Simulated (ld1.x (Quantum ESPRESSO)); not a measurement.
# Transferability test, TM potential for Bi

```json
{
 "Element": "Bi (Z = 83)",
 "Generator": "ld1.x (Quantum ESPRESSO) 7.5",
 "Type": "norm-conserving Troullier–Martins (Kleinman–Bylander form)",
 "Functional": "PBE",
 "Relativity": "fully relativistic",
 "Frozen core": "[Xe] 4f14",
 "Valence charge": "15",
 "Reference configuration": "5d10 6s2 6p3",
 "Partial waves": "6s (bound): rc 1.80 bohr; 6p (bound): rc 2.10 bohr; 5d (bound): rc 1.85 bohr",
 "Local potential": "all-electron potential smoothed inside 2.00 bohr (lloc = -1)",
 "Core correction": "none"
}
```

Open shells are filled in proportion to 2j + 1 (rel_dist='average').

Energies are relative to the spin-unpolarised reference configuration 5d10 6s2 6p3; without spin polarisation the order of configurations can differ from experiment. Not all tests gave a result: 3 of 7 tests not solved or not reliable. Left out of the table: 5d10 6s2 6p1 (solver errors, printed error +594 meV); 5d10 6s2 6p0 (solver errors, printed error -21.8 eV); 5d9 6s2 6p3 (solver errors, printed error -100 eV).

```csv
valence configuration,charge,ΔE all-electron (eV),error AE − PS (meV)
5d10 6s2 6p2,+1,8.059,+1.9
5d10 6s2 6p2.5,+0.5,3.168,+0.5
5d10 6s2 6p3.3,-0.3,-1.135,+0.3
```

(1) What are ΔE and the potential's error for 5d10 6s1 6p4?

Note: ghost state, extra bound levels that the all-electron valence spectrum of the same l lacks: s at -18.3 eV. A true bound ghost makes a file unfit for plane-wave use.

Answers

(1) ΔE = 9.858 eV all-electron; the error (AE − PS) is +0.3 meV.
